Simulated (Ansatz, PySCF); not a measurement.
H$_{3}$Cl$_{4}$NSi$_{2}$ (SMILES Cl[SiH2]N[Si](Cl)(Cl)Cl), singlet, geometry from GFN2-xTB, atoms displaced at random by about 0.08 Å a coordinate. Base run: PySCF with B3LYP/STO-3G, gradient.

PySCF was given this input:
```python
from pyscf import gto, scf, dft

mol = gto.M(
    atom='''
Si    1.90392148   -0.95213783    0.92868753
Cl    2.71612225    0.74787434    0.38524486
N     0.36640853   -1.29938630    0.13611515
Si   -0.90785248   -0.13031277   -0.24135504
Cl   -2.32716896   -1.27077151   -1.03044168
Cl   -1.25704006    0.68955586    1.47342151
Cl   -0.42163348    1.16591808   -1.54824461
H     1.56996782   -0.95075708    2.36907331
H     2.63604542   -2.11239137    0.71098721
H     0.41592880   -2.01413050   -0.36641087
''',
    basis='sto-3g',
    verbose=3,
)

mf = dft.RKS(mol)
mf.xc = 'b3lyp'
mf.kernel()
g = mf.nuc_grad_method()
grad = g.kernel()
```

Programs used: Ansatz (an electronic-structure program), PySCF; a row that names a program was run with it.

The coordinate followed is y of atom 3.

Each row names what was changed in the base input (with any setting that the change needs).

```tsv
change	dE/dx (Eh/bohr)	net force (Eh/bohr)
base	-0.233393	0.000043
conv_tol = 1e-4	-0.233393	0.000043
finite difference step (bohr) = 0.05; conv_tol = 1e-11	-0.233974	-
grids.level = 1; grid_response = off	-0.233339	0.000327
conv_tol = 1e-6	-0.233394	0.000043
grids.level = 5; grid_response = off	-0.233396	0.000030
grids.level = 0; grid_response = on	-0.233439	0.000000
code = ansatz	-0.233397	0.000000
finite difference step (bohr) = 0.01; conv_tol = 1e-11	-0.233427	-
grids.level = 5; grid_response = on	-0.233398	0.000000
density fitting = on	-0.233387	0.000043
density fitting = on; auxbasis_response = off	-0.233424	0.001059
```

The net force is zero for an exact gradient.
